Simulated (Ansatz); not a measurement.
System: sum formula CrO2H2, charge 0, multiplicity 5. The spin state was set by rule; other spins were not relaxed. SMILES: [OH][Cr][OH]
Geometry from a B3LYP-D3(BJ)/def2-TZVP (Ansatz, a first-principles code) optimisation:
```xyz
5

Cr     0.1395    -0.0061     0.1713
O      1.1856     0.1576    -1.2959
H      1.3759     0.9365    -1.8246
O     -1.5010    -0.2976     0.8766
H     -2.2019     0.3303     1.0686
```
Charge 0, spin multiplicity 5.

Quantity: atomisation energy (electronic, to ground-state atoms), in kJ/mol. Valence correlation only, unless marked. Open shells are spin-unrestricted. Spin-orbit coupling is left out. The frozen core is the preceding noble-gas configuration, with the filled d and f shells of earlier blocks. Non-relativistic. The coupled-cluster limit lacks core correlation, which all-electron functionals hold. CBS marks a two-point X^-3 extrapolation of the correlation energy; Hartree-Fock from the larger set. [CCSD(T)-MP2]/basis is that difference in the basis named.

```csv
level,program,atomisation energy (kJ/mol)
PBE/def2-TZVPD,Ansatz,___
BLYP-D3(BJ)/def2-TZVPD,Ansatz + dftd3,___
r2SCANh-D4/def2-TZVPD,Ansatz + dftd4,1606.8
r2SCANh/def2-TZVPD,Ansatz,1605.2
HSE06-D3(BJ)/def2-TZVPD,Ansatz + dftd3,1599.0
CAM-B3LYP-D4/def2-TZVPD,Ansatz + dftd4,1669.9
LC-wPBE-D4/def2-TZVPD,Ansatz + dftd4,___
CCSD/6-31G*,Ansatz,___
CCSD/def2-TZVPPD,Ansatz,1576.7
"RI-MP2/CBS(def2-TZVPPD,def2-QZVPPD)+[CCSD(T)-MP2]/def2-TZVPPD",Ansatz,1675.8
```

### Question
Complete the blanks.

### Answer

- PBE/def2-TZVPD, atomisation energy (kJ/mol): 1702.2
- BLYP-D3(BJ)/def2-TZVPD, atomisation energy (kJ/mol): 1711.3
- LC-wPBE-D4/def2-TZVPD, atomisation energy (kJ/mol): 1641.0
- CCSD/6-31G*, atomisation energy (kJ/mol): 1537.4
